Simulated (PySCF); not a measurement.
# Mn (manganese, neutral) across methods

[Ar] 3d5 4s2, high-spin 6S determinant. Computed with PySCF 2.14 in aug-cc-pVDZ-DK (7s6p4d2f, 59 functions), with the spin-free X2C one-electron Hamiltonian (Gaussian nucleus).

```tsv
method	E (hartree)	mean ε 3d α (eV)	mean ε 4s α (eV)	mean ε 4s β (eV)	Σ⟨r²⟩ (bohr²)	⟨S²⟩
UHF	-1157.38235	-17.136	-7.567	-6.203	42.85	8.772
TPSSh	-1158.545	-9.097	-5.775	-4.677	40.91	8.763
PBE0	-1158.331	-10.463	-6.129	-5.105	40.86	8.761
PBE	-1158.303	-8.143	-5.471	-4.460	40.82	8.761
LDA	-1156.107	-8.290	-5.659	-4.640	40.36	8.761
r2SCAN0	-1158.494	-10.925	-6.329	-5.163	41.03	8.775
r2SCAN	-1158.512	-8.736	-5.728	-4.538	41.05	8.780
wB97X	-1158.559	-12.721	-7.909	-7.298	40.44	8.753
```

(1) Estimate the same row for wB97M-V.

Answers

(1) E (hartree) = -1158.451; mean ε 3d α (eV) = -12.797; mean ε 4s α (eV) = -7.898; mean ε 4s β (eV) = -7.073; Σ⟨r²⟩ (bohr²) = 40.63; ⟨S²⟩ = 8.755.
